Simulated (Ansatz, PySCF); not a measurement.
Gas-phase reaction R1 → P1 + P2, each structure at its B3LYP-D3(BJ)/def2-TZVP stationary point, reached from a drawn start (curvature not checked).
R1, GaH3 (SMILES [GaH3]) (charge 0, multiplicity 1):
```xyz
4

Ga     0.0000     0.0000     0.0001
H      1.5698    -0.0098    -0.0094
H     -0.7764     1.3643    -0.0016
H     -0.7933    -1.3545     0.0110
```
P1: GaH (SMILES [GaH]), charge 0, multiplicity 1.
P2, H2 (SMILES [H][H]) (charge 0, multiplicity 1):
```xyz
2

H      0.000     0.000     0.372
H      0.000     0.000    -0.372
```

P less R. No zero-point or thermal terms; no spin–orbit coupling.

Frozen-core correlation throughout. In cc and def2 sets filled d and f shells under p-block atoms count as core.

The values were computed with Ansatz (an electronic-structure program) with Gaussian orbitals; PySCF for the D3/D4 terms. Each number belongs to the level named beside it.

Q: What is the computed reaction energy (CCSD(T)/cc-pVQZ)?

A: 0.80 eV

Q: Predict the reaction energy from CCSD/cc-pVTZ.

A: 0.76 eV

Q: Predict the reaction energy from revPBE-D3(BJ)/def2-TZVPP.

A: 0.71 eV
